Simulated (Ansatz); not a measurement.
Ansatz results at the PBE0-D4/def2-TZVP geometry: HOMO–LUMO gap (B3LYP/def2-TZVPP) 6.41 eV; HOMO energy (B3LYP/def2-TZVPP) -7.13 eV; HOMO energy (ωB97M-V/def2-TZVPP) -9.48 eV.

Each molecule was computed in one conformer, which needn't be the lowest.

Problem. Which molecule gave them?
A. `FCC[SiH3]`
B. `F/C=[CH]/[GeH3]`
C. `N[SiH](O)S[SiH3]`
D. `N[SiH2][SiH](O)S`

Solution. D. The others give `F/C=[CH]/[GeH3]`: 7.19, -7.54, -9.99; `FCC[SiH3]`: 9.06, -8.64, -11.10; `N[SiH](O)S[SiH3]`: 7.16, -7.05, -9.47.

B3LYP here is the variant with VWN-RPA as its local correlation; programs differ in this.
